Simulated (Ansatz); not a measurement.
`[Cl][In]([Cl])[SeH]` + `N=C=O` → `O=C=[N][In]([Cl])[Cl]` + H₂Se at 400 K and 1 bar (ligand exchange at the In–Se bond).

Isolated molecules relaxed with PBE0-D4/def2-TZVP in Ansatz; ΔE leaves out vibrations. CCSD(T)/CBS adds triple-zeta CCSD(T) − MP2 to the extrapolated MP2 energy (def2 sets, frozen cores). This one scheme is used for every species. Elements past krypton have def2 core potentials. For In, Se outer-core shells are correlated without core-valence functions, which leaves a few kJ/mol of doubt a bond. Scalar relativity is left out up to krypton. Each species was taken in one conformer, which may not be the lowest.

```csv
species,CCSD(T)/CBS energy (Eh),H − E (kJ/mol),S (J/(mol·K))
`[Cl][In]([Cl])[SeH]`,-3510.81908,57.2,406.5
`N=C=O`,-168.51995,72.4,252.4
`O=C=[N][In]([Cl])[Cl]`,-1277.41850,73.9,431.4
H₂Se,-2401.89790,49.4,229.5
```

H − E and S are ideal-gas, rigid-rotor, harmonic terms from PBE0-D4/def2-TZVP, for one conformer and one mirror image of each species. 1 Eh = 2625.50 kJ/mol, R = 8.31446 J/(mol·K).

**Question.** By hand: ΔE, ΔH, ΔS and ΔG.

**Answer.** ΔE = (-1277.41850) + (-2401.89790) − (-3510.81908) − (-168.51995) = 0.02263 Eh = 59.4 kJ/mol. Δ(H − E) = 73.9 + 49.4 − 57.2 − 72.4 = -6.3, so ΔH = 53.1 kJ/mol. ΔS = 431.4 + 229.5 − 406.5 − 252.4 = 2.0 J/(mol·K). ΔG = 53.1 − 400 × (2.0)/1000 = 52.3 kJ/mol.

**Question.** By hand: the equilibrium constant, and the temperature at which ΔG would vanish if ΔH and ΔS stayed fixed.

**Answer.** log₁₀ K = −ΔG/(RT ln 10) = -6.8. ΔG = 0 at ΔH/ΔS = 26550 K, far beyond where these terms or the molecules hold.

The number of gas molecules stays the same, so ΔS is small and ΔH decides. A doubt of 5 kJ/mol in ΔE shifts log₁₀ K by 0.7 here. Other conformers and mirror images would add mixing entropy, several J/(mol·K) or more a flexible species. Modes under 60 cm⁻¹, often nearly free rotors, make the harmonic entropy too high. These are equilibria of isolated gas molecules and say nothing of rates. Largest T1 diagnostic: 0.018 (customary marks: 0.02 for closed shells, 0.045 for open ones).
